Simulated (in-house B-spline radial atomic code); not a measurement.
Results of a calculation; reference values are marked as such.
V in an electron gas of r_s = 2.67: phase shifts, screening, friction and resistivity

A nucleus sits in a uniform electron gas with a rigid positive background. The Kohn-Sham equations are solved self-consistently in the spin-unpolarised LDA (PW92), non-relativistic, on B-splines with outgoing waves at the boundary and partial waves to l = 8. The model has no lattice, no bands and no magnetic solution. Atomic units; δ_l are the phase shifts at the Fermi level, counted so that each bound state adds π, and good to about 0.0005. A narrow, partly filled d or f resonance in a thin gas would split by spin, so such rows rest on a solution that is probably unstable.

The density parameter is r_s = 2.67 bohr, near that of the valence electrons of Cu (1 per atom, density 8.96 g/cm³, mass 63.55 u, which gives r_s = 2.67).

| l | δ_l (rad) |
| --- | --- |
| 0 | 9.2018 |
| 1 | 6.3323 |
| 2 | 1.6185 |
| 3 | -0.0199 |
| 4 | -0.0028 |
| 5 | -0.0007 |
| 6 | -0.0004 |
| 7 | -0.0004 |
| 8 | -0.0004 |

Bound levels below the band bottom (hartree): s -194.7, s -21.26, p -17.88, s -2.005, p -1.096.

(1) Check the Friedel sum rule, and say where the screening charge sits.

(2) Find the transport cross section and the electronic stopping of a 2 keV V ion (mass 50.94 u).

(3) What residual resistivity would 1 atomic per cent of such centres give in Cu?

(4) On a substitutional site the background of one host ion, a sphere holding 1 charge, is taken out. The phase shifts for l = 0 to 4 become 9.0937, 6.2578, 1.3765, -0.0228, -0.0035. What follows?

Results:

(1) k_F = (9π/4)^(1/3)/r_s = 0.71879. The rule is Z = (2/π) Σ (2l + 1) δ_l. The terms are s 5.858, p 12.094, d 5.152, f -0.089 and -0.032 beyond, in all 22.983 against Z = 23. Bound states hold 6 s, 12 p, 0 d electrons, so the scattering states carry 4.98 in all; where a term is smaller than its bound count, the bound level has drawn weight out of the band.

(2) σ_tr = (4π/k_F²) Σ (l + 1) sin²(δ_l − δ_(l+1)). The terms for l = 0 to 3 are 0.0722, 2.0000, 2.9863, 0.0012, all together 5.0597, so σ_tr = 24.323 × 5.0597 = 123.066 bohr². With n = 3/(4π r_s³) = 0.01254, the friction coefficient is Q = n k_F σ_tr = 1.1095. For v well below v_F = 0.719, dE/dx = Q v; with 24801 eV per u at v = 1, v = √(2000/(24801 × 50.94)) = 0.0398, so dE/dx = 0.04414 hartree/bohr = 22.7 eV/nm. The largest term couples the d and f waves.

(3) Δρ = k_F n_i σ_tr/n in atomic units of 21.74 μΩ·cm. With one host atom per 1 electron, n_i/n = 0.01/1, so Δρ = 0.7188 × 0.01000 × 123.066 × 21.74 = 19.23 μΩ·cm. This is an atom added to the gas, as on an interstitial site.

(4) The Friedel sum is now 21.99, for Z − 1 = 22. The sum in σ_tr is 4.9482, so σ_tr = 120.35 bohr² and Δρ = 18.81 μΩ·cm per atomic per cent, 0.98 times the value above. A real host ion scatters too, so this model doesn't give zero even for the host's own atom.
